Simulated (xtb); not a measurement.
F5Nb, charge +1, doublet, at a GFN2-xTB geometry (such geometries of metal compounds can be far from the true shape) (the multiplicity is a formal guess). Base run: GFN0-xTB in xtb.

Geometry (Å):
```xyz
6

Nb     0.0000     0.0000     0.0000
F      1.4739    -0.9114    -0.5285
F     -0.3289     0.2455     1.7647
F     -1.1450     0.6659    -1.2361
F     -0.9525    -1.5635     0.0400
F      0.9525     1.5635    -0.0400
```
Charge +1, spin multiplicity 2.
All else is at xtb's defaults.
Base energy -19.41356 Eh.

The base run was repeated with changes; each row names its change, and settings that it needs were set with it.

```tsv
change	ΔE vs base (kJ/mol)
base	0.00
etemp = 3000	-78.9
etemp = 10000	-367.7
etemp = 1000	-19.01
acc = 1000	0.00
etemp = 10	5.61
```
